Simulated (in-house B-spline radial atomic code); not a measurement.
**RPA and G0W0 on PBEsol: In2+**

Configuration [Kr] 4d10 5s1, highest spin, mean-field start PBEsol. Computed with a B-spline radial code for spherical atoms: all electrons, scalar-relativistic (spin-free one-electron X2C), finite nucleus, each spin shell either full or empty, empty states to l = 9 with an (l + 1/2)⁻⁴ tail; G0W0 by contour deformation at full frequency.

RPA overbinds a lone outer s electron by self-correlation, and G0W0 tends to as well.

Command:
```bash
python run_gw.py task.json out
```
Settings (radii: box in bohr, nucleus in fm):
```
Z                        49
electrons                47
configuration            [Kr] 4d10 5s1
hamiltonian              x2c
method                   pbesol
lmax                     9
rms_radius               4.6156
spin_polarised           True
box_radius               17.55
intervals                69
ion_configuration        [Kr] 4d10
```

Run time, properties included: 8.6 s on 1 thread of Arm Neoverse V2, on a shared host.

Energies (hartree):

| term | value |
| --- | --- |
| mean-field total | -5876.92683 |
| Hartree-Fock functional on these orbitals | -5877.46449 |
| direct second order | -4.261 |
| second-order exchange | 1.1824 |
| SOSEX correction | 1.0931 |

Problem. What is the RPA correlation energy, and what remains with SOSEX?

Solution. RPA gives -3.7122 hartree (-2.15 eV per electron); RPA + SOSEX gives -2.6191, and the second-order doubles -3.0785 hartree (no singles). SOSEX takes back 29 % of the RPA value.

Quasi-particle levels (eV):

```csv
level,occupied,mean field,Σx - vxc,Σc,QP weight,G0W0
5s up,yes,-24.208,-2.75,?,?,?
4d down,yes,-36.35,-8.87,1.09,0.881,-44.14
5s down,no,-22.998,6.65,-2.82,0.927,-19.167
```

G0W0 = mean field + (Σx - vxc) + Σc, with Σc (partial-wave tail included) taken at the quasi-particle energy. Only the outer levels were computed. Levels of low weight are left out.

Problem. Where does G0W0 put 5s up?

Solution. At -28.789 eV, with Σc = -1.83 eV and a quasi-particle weight of 0.950. The tabulated removal energy is 28.044 eV (NIST, measured); the calculation leaves out spin-orbit coupling, Breit and QED terms, and what these don't explain is the method's own error.

Problem. What does it cost to remove one electron (to [Kr] 4d10) by differences of total energies, each species on its own start (correlation terms add to the Hartree-Fock functional)?

Solution. PBEsol 28.553 eV, Hartree-Fock functional 26.521 eV, + RPA 28.626 eV, + RPA + SOSEX 27.885 eV, + second order 29.045 eV. Tabulated: 28.044 eV (NIST, measured); the calculation leaves out spin-orbit coupling, Breit and QED terms, and what these don't explain is the method's own error.
